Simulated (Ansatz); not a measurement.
System: Al₂H₄, net charge -1, doublet state. It need not be the lowest isomer of its formula. SMILES: [AlH2-][AlH2]
Geometry from a B3LYP-D3(BJ)/def2-TZVP (Ansatz, a program for electronic structure) optimisation:
```
Al
H 1 1.6207
H 1 1.6207 2 110.39
Al 1 2.4841 2 124.81 3 -180.00
H 4 1.6207 1 124.81 2 180.00
H 4 1.6207 5 110.39 1 -180.00
```
Charge -1, spin multiplicity 2.

Property: vertical ionisation energy (to the singlet state of charge +0; each state is the SCF solution reached for its spin), in eV. Correlated levels leave the core frozen unless marked. UHF or UKS for open shells. Spin-orbit coupling is left out. Non-relativistic. Anions need diffuse functions: aug- sets have them; def2-D sets add few. Basis-set limits of correlation are two-point, X^-3; Hartree-Fock from the larger set. The bracket is a focal-point correction in the basis named.

```
level               program  vertical ionisation energy (eV)
------------------  -------  -------------------------------
HF/aug-cc-pV(T+d)Z   Ansatz                             0.91
r2SCAN/def2-TZVPD    Ansatz                             1.68
```

Problem. Predict the RI-MP2/CBS(aug-cc-pV(T+d)Z,aug-cc-pV(Q+d)Z)+[CCSD(T)-MP2]/aug-cc-pV(T+d)Z result (Ansatz).

Solution. 1.48 eV, so r2SCAN/def2-TZVPD differs from it by 0.20 eV.
